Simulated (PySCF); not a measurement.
Isomers of C3H7NSi. Computed with PBE0-D3(BJ)/def2-SVP geometry optimisation, gas phase in PySCF 2.14.0. One conformer each; no zero-point energy, no entropy. No frequencies were run at this level. Point groups hold within 0.08 Å.

**Question.** Rank from lowest to highest electronic energy at this level (kcal/mol).
A. `[CH2:1]=[N:2][SiH:3]1[CH2:4][CH2:5]1` with C1–N2–Si3–C4 153°
B. `[CH:1]#[C:2][CH2:3][NH:4][SiH3:5]` with C2–C3–N4–Si5 81°
C. `[CH3:1][C:2]#[C:3][SiH2:4][NH2:5]` with C3–Si4–N5–H -68° and 69°
D. `[CH2:1]=[CH:2]/[CH:3]=[N:4]/[SiH3:5]` with C1–C2–C3–N4 180°

**Answer.** C (0.0), D (4.3), A (12.1), B (27.6).

As drawn, the lowest has an Si–C bond, which the highest lacks.

```csv
SMILES,E (Eh),E rel (kcal/mol),dipole (D),point group,"A, B, C (MHz)"
CC#C[SiH2]N,-462.20295,0.0,2.30,–,"13952, 1500, 1400"
C=C/C=N/[SiH3],-462.19604,4.3,1.94,Cs,"25430, 1493, 1434"
C=N[SiH]1CC1,-462.18359,12.1,1.26,Cs,"12139, 2309, 2307"
C#CCN[SiH3],-462.15904,27.6,0.84,C1,"9303, 1989, 1767"
```

**Question.** As an exercise, what shares would exp(−E/RT) give at 1000 K from these electronic energies alone (no entropy, no degeneracies)?

**Answer.** RT = 1.987 kcal/mol: CC#C[SiH2]N 89.7 %, C=C/C=N/[SiH3] 10.1 %, C=N[SiH]1CC1 0.2 %, C#CCN[SiH3] under 0.1 %.
